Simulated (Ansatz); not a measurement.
Correlation energies of H₈N₃Si₂ (`N[SiH]N[SiH2]N`) radical by basis set

Cartesian coordinates in Å:
```
N 1.873 -0.036 -0.767
Si 1.659 0.797 0.715
N 0.011 0.514 1.181
Si -1.383 0.341 0.189
N -1.165 -0.997 -0.879
H 2.536 0.278 -1.454
H 1.078 -0.515 -1.171
H 2.504 0.269 1.844
H -0.173 0.575 2.172
H -1.630 1.487 -0.727
H -2.526 0.221 1.140
H -1.683 -1.003 -1.745
H -1.100 -1.930 -0.499
```

Charge 0, multiplicity 2. The structure was optimised at the PBE0-D4/def2-TZVP level. It is one conformer, not always the lowest. Frozen core, unrestricted reference, Ansatz 0.2.0. CBS rows extrapolate triple and quadruple zeta; past MP2 they add the triple-zeta difference.

```
     basis     HF (Eh)  MP2 corr.  CCSD corr.       (T)  CCSD(T) total
def2-TZVPP  -746.05401   -0.86867    -0.91567  -0.03541     -747.00509
def2-QZVPP  -746.08156   -0.93265           –         –              –
 CBS(def2)  -746.08536   -0.98005    -1.02705     as TZ     -747.14782
```
